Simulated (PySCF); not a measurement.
Mg(Cl)(Me) (CH3ClMg), SMILES [CH3][Mg][Cl].

The structure is a stationary point at PBE-D3(BJ)/def2-TZVP.

Level of theory: TDA-CAM-B3LYP/def2-SVPD in PySCF 2.14.0.

Vertical excitations; the highest root listed may be one member of a degenerate set.  State labels are in the subgroup Cs.

Computed lowest excited states:
```csv
state,symmetry,energy (eV),λ (nm),f,main pairs
S1,A',5.97,208,0.339,HOMO→LUMO 93 %
S2,A',6.33,196,0.003,"HOMO→LUMO+2, HOMO−2→LUMO (degenerate set)"
S3,A",6.33,196,0.003,"HOMO→LUMO+1, HOMO−1→LUMO (degenerate set)"
S4,A',6.50,191,0.125,"HOMO−2→LUMO, HOMO→LUMO+2 (degenerate set)"
S5,A",6.50,191,0.125,"HOMO−1→LUMO, HOMO→LUMO+1 (degenerate set)"
S6,A",7.32,169,0.000,"HOMO−2→LUMO+1 44 %, HOMO−1→LUMO+2 44 %"
S7,A",7.34,169,0.000,"HOMO−1→LUMO+2, HOMO−2→LUMO+1 (degenerate set)"
S8,A',7.34,169,0.000,"HOMO−1→LUMO+1, HOMO−2→LUMO+2 (degenerate set)"
S9,A',7.44,167,0.014,"HOMO→LUMO+3 42 %, HOMO−3→LUMO 27 %, HOMO−2→LUMO+2 10 %, HOMO−1→LUMO+1 10 %"
S10,A',7.74,160,0.049,"HOMO→LUMO+3 45 %, HOMO−3→LUMO 22 %, HOMO−1→LUMO+1 11 %, HOMO−2→LUMO+2 11 %"
T1,A',4.75,261,0,HOMO→LUMO 91 %
T2,A',5.99,207,0,"HOMO→LUMO+2, HOMO→LUMO+4 (degenerate set)"
T3,A",5.99,207,0,"HOMO→LUMO+1, HOMO→LUMO+5 (degenerate set)"
T4,A',6.17,201,0,HOMO−2→LUMO 90 %
```
Triplets are in the Tamm–Dancoff approximation.
